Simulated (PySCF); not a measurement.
Correlation energy of Fe¹⁶⁺ (iron, charge +16)

[Ne], closed-shell 1S. Computed with PySCF 2.14 in an even-tempered Gaussian basis (18 s from 3.1 bohr⁻², ratio 2.2; 11 p from 4 bohr⁻², ratio 2.2; 6 d from 21 bohr⁻², ratio 2.4; 5 f from 32 bohr⁻², ratio 2.4; 5 g from 48 bohr⁻², ratio 2.4), with the non-relativistic Hamiltonian (point nucleus). Frozen: nothing; 10 electrons correlated; the 14 highest virtual orbitals of each spin left out.

MP2 pair energies summed by pair of shells (mhartree):

```json
{"pair": "2p-2p", "energy": "-215.88", "share (%)": "56.6"}
{"pair": "2s-2p", "energy": "-70.63", "share (%)": "18.5"}
{"pair": "1s-2p", "energy": "-39.10", "share (%)": "10.3"}
{"pair": "1s-1s", "energy": "-36.58", "share (%)": "9.6"}
{"pair": "2s-2s", "energy": "-11.64", "share (%)": "3.1"}
{"pair": "1s-2s", "energy": "-7.34", "share (%)": "1.9"}
```

Total MP2 correlation energy: -381.18 mhartree.

Same-spin part -90.38 and opposite-spin part -290.79 mhartree; SCS-MP2 scales them by 1/3 and 6/5 to -379.08 mhartree.
